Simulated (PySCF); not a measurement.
# `c1(C#C)cccn1BC`, C7H8BN

Geometry (Å), atoms numbered from 1 in this order:
```xyz
17

C    -2.0788    2.6034    0.7386
C    -1.6555    1.4919    0.5656
C    -1.2196    0.1714    0.3775
C    -1.9577   -0.9770    0.4942
C    -1.0892   -2.0600    0.2122
C     0.1333   -1.5333   -0.0626
N     0.0882   -0.1593    0.0306
B     1.1551    0.7522   -0.1840
C     2.5868    0.2172   -0.5743
H    -2.4365    3.5782    0.8867
H    -2.9974   -1.0373    0.7507
H    -1.3541   -3.0994    0.2167
H     1.0457   -2.0330   -0.3201
H     0.9214    1.8931   -0.0594
H     2.5578   -0.3540   -1.5017
H     2.9805   -0.4561    0.1864
H     3.3129    1.0139   -0.7081
```

Level of theory: GIAO B3LYP/pcSseg-1 magnetisability, rotational g tensor and spin-rotation constants, non-relativistic, gas phase (PySCF 2.14.0). Geometry: GFN2-xTB.

What are the magnetisability and the molar susceptibility?

Isotropic -1323 × 10⁻³⁰ J/T², or -79.6 × 10⁻⁶ cm³/mol; principal values -1818, -1135, -1015 × 10⁻³⁰ J/T², anisotropy 750 × 10⁻³⁰ J/T² (root of half the summed squared differences of the principal values). The susceptibility is in cgs units.

Split it along the inertial axes a, b, c into diamagnetic and paramagnetic parts about the centre of mass, with the quadrupole moment.


```csv
axis,χ (10⁻⁶ cm³/mol),diamagnetic (10⁻⁶ cm³/mol),paramagnetic (10⁻⁶ cm³/mol),summed x² of all electrons (Å²),quadrupole Θ (D Å)
a,-66.9,-643.1,576.2,195.3,+4.51
b,-62.5,-885.3,822.7,138.2,+3.00
c,-109.5,-1415.1,1305.6,13.4,-7.51
```
Anisotropies 2χaa − χbb − χcc = +38.1 and 2χbb − χaa − χcc = +51.3 × 10⁻⁶ cm³/mol. Θ is traceless in Buckingham's convention.

And the rotational g tensor?


| axis | rotational constant (GHz) | g | nuclear part | electronic part |
| --- | --- | --- | --- | --- |
| a | 2.2521 | -0.0289 | 0.5807 | -0.6096 |
| b | 1.5639 | -0.0226 | 0.5818 | -0.6045 |
| c | 0.9281 | +0.0097 | 0.5790 | -0.5693 |

Asymmetric top; isotopes 11B, 12C, 1H, 14N; no vibrational averaging.
